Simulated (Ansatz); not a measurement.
Na7S3⁺, relaxed as a singlet with RKS r2SCAN-D4/def2-SVP in Ansatz, starting from the GFN1-xTB geometry. Force threshold 0.02 eV/Å.

The structure comes from a short search, and lower isomers may exist.

Start:

Cartesian coordinates in Å:
```
Na -3.072 -2.899 2.328
Na -2.096 -0.709 -1.176
Na 4.556 0.315 1.466
Na -1.478 2.581 -3.810
Na 0.873 -1.643 1.729
Na -0.388 0.964 0.737
Na 1.727 1.131 -1.471
S 2.237 0.322 0.884
S -0.767 1.334 -1.901
S -1.592 -1.395 1.213
```

```tsv
step	energy (eV)	largest force component (eV/Å)	SCF passes
1	-63398.0704	0.546	17
2	-63398.2676	0.134	18
3	-63398.3269	0.067	18
4	-63398.3582	0.109	18
5	-63398.3718	0.079	18
6	-63398.3873	0.028	17
7	-63398.3885	0.004	19
8	-63398.3886	0.004	19
```

Force components are those of the run's own axes.

End:

```xyz
10

Na   -3.282   -2.366    2.730
Na   -1.978   -0.960   -1.369
Na    4.358    0.950    1.984
Na   -1.668    3.066   -3.411
Na    0.999   -2.005    1.301
Na   -0.298    0.834    0.660
Na    1.797    0.682   -1.737
S     2.371    0.140    0.746
S    -0.733    1.230   -2.036
S    -1.565   -1.571    1.131
```

By distances, no bond broke or formed. The bond that changes most is Na1–S10, from 2.39 to 2.48 Å (atoms count from 1).

The force fell under the threshold at step 7, but the optimiser went on. No frequencies were taken in this run, so the end may be a saddle point.

It took 86 s on 4 threads of Arm Neoverse N1 on a shared host.
